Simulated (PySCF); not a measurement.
Radial density of S⁺ (sulfur, charge +1)

wB97X-V, [Ne] 3s1 3p4, high-spin 4P determinant (an excited configuration). Computed with PySCF 2.14 in aug-cc-pV(D+d)Z (5s4p3d, 32 functions), with the non-relativistic Hamiltonian (point nucleus).

```csv
r (bohr),4πr²ρ (e/bohr),4πr²(ρα − ρβ)
0.00136,0.05920,0.0002
0.00229,0.1631,0.0006
0.00385,0.4378,0.0016
0.00648,1.140,0.0040
0.0109,2.800,0.0099
0.0183,6.258,0.0218
0.0308,11.91,0.0408
0.0518,17.44,0.0582
0.0872,17.14,0.0673
0.147,12.32,0.1519
0.247,15.17,0.3917
0.415,16.39,0.2554
0.698,5.797,0.1213
1.17,2.925,1.7016
1.97,2.484,1.4817
3.32,0.3639,0.1633
5.59,0.004985,0.0008
9.40,1.653e-05,0.0000
```
